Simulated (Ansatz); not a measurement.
Basis sets compared for GeMe(OMe)3 (C₄H₁₂GeO₃). The state is a singlet with charge 0. Geometry PBE-D4/def2-SVP. Ansatz on 2 threads of AMD EPYC 7R13 on a shared host and a share (18 GiB) of an NVIDIA H100 80GB HBM3; times are rough, and most runs start from earlier orbitals.

```xyz
20

Ge   -0.296   -0.615   -0.199
C    -0.704   -2.112   -1.356
H     0.181   -2.771   -1.446
H    -1.000   -1.742   -2.355
H    -1.539   -2.685   -0.911
O    -1.208    0.801   -0.830
C    -1.231    2.011   -0.092
H    -1.619    2.816   -0.751
H    -0.220    2.320    0.263
H    -1.901    1.948    0.797
O     1.436   -0.128   -0.078
C     2.097    0.381   -1.222
H     2.257   -0.397   -2.007
H     3.097    0.752   -0.912
H     1.549    1.228   -1.696
O    -0.727   -1.020    1.485
C    -0.155   -0.332    2.588
H    -0.244   -0.982    3.485
H    -0.691    0.621    2.807
H     0.920   -0.096    2.432
```

The 6-31G sets use Cartesian d functions.

Binding counts from free atoms (Ge triplet, C triplet, H doublet, O triplet) in the same basis, without a counterpoise term.

```json
{"level": "HF/STO-3G", "functions": "65", "energy (Eh)": "-2429.9650", "HOMO (eV)": "-8.27", "LUMO (eV)": "10.23", "binding per atom (eV)": "3.43", "wall time": "13 s"}
{"level": "HF/6-31G", "functions": "116", "energy (Eh)": "-2457.9659", "HOMO (eV)": "-11.62", "LUMO (eV)": "4.46", "binding per atom (eV)": "2.65", "wall time": "12 s"}
{"level": "PBE-D4/def2-SVP", "functions": "190", "energy (Eh)": "-2461.0514", "HOMO (eV)": "-5.92", "LUMO (eV)": "-0.13", "binding per atom (eV)": "4.05", "wall time": "13 s"}
{"level": "PBE0-D4/def2-SVP", "functions": "190", "energy (Eh)": "-2461.1336", "HOMO (eV)": "-7.58", "LUMO (eV)": "0.91", "binding per atom (eV)": "3.97", "wall time": "14 s"}
```

Task: Estimate the rows for PBE-D4/def2-TZVP (with forces), PBE0-D4/def2-TZVP.

Result: 
```csv
level,functions,energy (Eh),HOMO (eV),LUMO (eV),binding per atom (eV),wall time
PBE-D4/def2-TZVP (with forces),337,-2461.7658,-6.12,-0.49,4.02,17 s
PBE0-D4/def2-TZVP,337,-2461.8417,-7.72,0.50,3.94,18 s
```
